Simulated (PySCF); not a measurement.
SMILES CSCC(C)(C)C (C6H14S), singlet, GFN2-xTB optimised geometry.

```
21

C      1.80    -2.26     0.03
S      1.55    -0.46     0.00
C     -0.28    -0.46     0.00
C     -0.88     0.95     0.00
C     -0.44     1.70     1.25
C     -0.43     1.71    -1.25
C     -2.41     0.81    -0.01
H      1.35    -2.70    -0.85
H      2.87    -2.43     0.02
H      1.36    -2.67     0.93
H     -0.59    -1.01    -0.89
H     -0.59    -1.01     0.89
H     -0.87     2.70     1.27
H     -0.76     1.18     2.15
H      0.65     1.79     1.27
H     -0.74     1.18    -2.15
H      0.65     1.80    -1.26
H     -0.86     2.70    -1.26
H     -2.74     0.27    -0.89
H     -2.75     0.27     0.88
H     -2.87     1.79     0.00
```

Density from PySCF with CAM-B3LYP/def2-SVP at that geometry.

Minimum of the electron density along straight lines between bonded atoms, close to the bond critical point (lines longer than 1.1 times the sum of covalent radii, or with two minima, are not listed):

| bond | length / Å | ρ at the minimum / e bohr⁻³ | ∇²ρ there / e bohr⁻⁵ | position (fraction from the first atom) |
|---|---|---|---|---|
| C1–S2 | 1.813 | 0.183 | -0.34 | 0.47 |
| S2–C3 | 1.830 | 0.179 | … | 0.54 |
| C3–C4 | 1.530 | 0.247 | -0.57 | 0.51 |
| C4–C5 | 1.529 | 0.247 | -0.57 | 0.50 |
| C4–C6 | 1.529 | 0.247 | -0.57 | 0.50 |
| C4–C7 | 1.533 | 0.245 | -0.57 | 0.50 |
| C1–H8 | 1.087 | 0.279 | -1.06 | 0.64 |
| C1–H9 | 1.085 | 0.280 | -1.07 | 0.64 |
| C1–H10 | 1.087 | 0.279 | -1.06 | 0.64 |
| C3–H11 | 1.092 | 0.278 | -1.04 | 0.63 |
| C3–H12 | 1.092 | 0.278 | -1.04 | 0.63 |
| C5–H13 | 1.087 | 0.277 | -1.02 | 0.63 |
| C5–H14 | 1.088 | 0.276 | -1.02 | 0.63 |
| C5–H15 | 1.087 | 0.278 | -1.04 | 0.63 |
| C6–H16 | 1.088 | 0.276 | -1.02 | 0.63 |
| C6–H17 | 1.087 | 0.278 | -1.04 | 0.63 |
| C6–H18 | 1.087 | 0.277 | -1.02 | 0.63 |
| C7–H19 | 1.088 | 0.277 | -1.02 | 0.63 |
| C7–H20 | 1.088 | 0.277 | -1.02 | 0.63 |
| C7–H21 | 1.087 | 0.277 | -1.02 | 0.63 |

Q: Some entries are withheld; supply them.

A: 
- S2–C3, ∇²ρ there / e bohr⁻⁵: -0.32
